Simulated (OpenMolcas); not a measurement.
neutral phosphorus: thermal populations, Slater's ratio, worked from levels

```
Program             : OpenMolcas 26.06
Basis               : ANO-RCC-VTZP [5s4p2d1f]
Scalar Hamiltonian  : DKH2, point nucleus
Active space        : 3 electrons in 3 orbitals (3p)
State averaging     : 2S+1 = 4 odd, 1 root; 2S+1 = 2 odd, 8 roots
Spin-orbit coupling : RASSI with atomic mean-field integrals over the reference wave functions, term energies averaged over their components
```

Methods: CASSCF; SS-CASPT2, IPEA 0.25 Eh, imaginary shift 0.1 Eh (closed shells correlated: 2s 2p 3s). Measured levels: NIST Handbook of Basic Atomic Spectroscopic Data.

**Thermal populations.** Z = Σ (2J + 1) exp(-E/kT) with k = 0.695035 cm-1/K, over the levels below. No other level of either list lies under 55900 cm-1, which is above 7 kT at each temperature.

| Level | 2J + 1 | SS-CASPT2 | measured |
| --- | --- | --- | --- |
| 3s2 3p3 4S* 3/2 | 4 | 0.0 | 0.0 |
| 3s2 3p3 2D* 3/2 | 4 | 12030 | 11361 |
| 3s2 3p3 2D* 5/2 | 6 | 12030 | 11377 |
| 3s2 3p3 2P* 1/2 | 2 | 20280 | 18723 |
| 3s2 3p3 2P* 3/2 | 4 | 20290 | 18748 |

```tsv
T (K)	Z, SS-CASPT2	Z, measured levels	Ground level (%), SS-CASPT2	Ground level (%), measured levels
5000	4.331	4.407	92.4	90.8
8000	5.305	5.500	75.4	72.7
```

At 8000 K, kT = 5560 cm-1, and the computed levels give Z = 4.000 + 0.460 + 0.689 + 0.052 + 0.104 = 5.305.

**Slater's ratio.** With one set of orbitals, p3 has 2D* - 4S* = 9 F2 and 2P* - 2D* = 6 F2 (F2 = F²/25), a ratio of 2/3. Term energies are centres of gravity, weighted by 2J + 1.

```
   Source  2D* - 4S*  2P* - 4S*  F2 from the first  Ratio
   CASSCF      15382      25432               1709  0.653
SS-CASPT2      12032      20288               1337  0.686
 measured      11370      18740               1263  0.648
```

Energies in cm-1. A ratio away from 2/3 shows effects beyond one configuration with one set of orbitals, and in heavier atoms second-order spin-orbit shifts.

CASPT2 does not keep the components of a term degenerate, so their means are used; among the terms shown or strongly mixed into the levels shown the widest spread is 170 cm-1 (3s2 3p3 2P*, SS-CASPT2). With the s shell closed, the reference lacks s² → p² mixing. Without dynamic correlation excited terms often stand tens of per cent too high (terms of higher spin than the ground term too low), and those without a measured partner can miss by more than the paired ones (holds for CASSCF). Computed and measured levels are paired by configuration, term and J; levels that our copy of the source lacks, or whose pairing is in doubt (as where it misses far off the trend of its configuration), stay unpaired and out of the deviations. Levels of configurations outside the active space are missing.

* marks odd parity.
